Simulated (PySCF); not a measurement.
C3H8N2Si, SMILES C[Si@]1(N)C=NC1.

The structure is a stationary point at PBE0-D3(BJ)/def2-SVP. The structure was generated by enumeration; whether it is a known compound was not checked. Other conformers were not sampled.

Two levels are set side by side: TDA-PBE/def2-SVPD (PySCF) and TDA-CAM-B3LYP/def2-SVPD (PySCF). Vertical, same geometry. The lowest singlet is HOMO→LUMO 99 % with PBE and HOMO→LUMO 86 % with the other functional; states are paired by order. Differences are taken from unrounded values.

| quantity | TDA-CAM-B3LYP | TDA-PBE | TDA-PBE minus TDA-CAM-B3LYP |
|---|---|---|---|
| lowest singlet excitation (eV) | 4.26 | 3.96 | -0.30 |
| lowest triplet excitation (TDA) (eV) | 3.37 | 3.12 | -0.24 |

Functionals without exact exchange tend to place singlet excitations lower, as here. Differences between two approximate levels are no errors against the true value.

Rough cost on one machine, each run with all the roots and properties that it gave: TDA-CAM-B3LYP against TDA-PBE about 4 times.
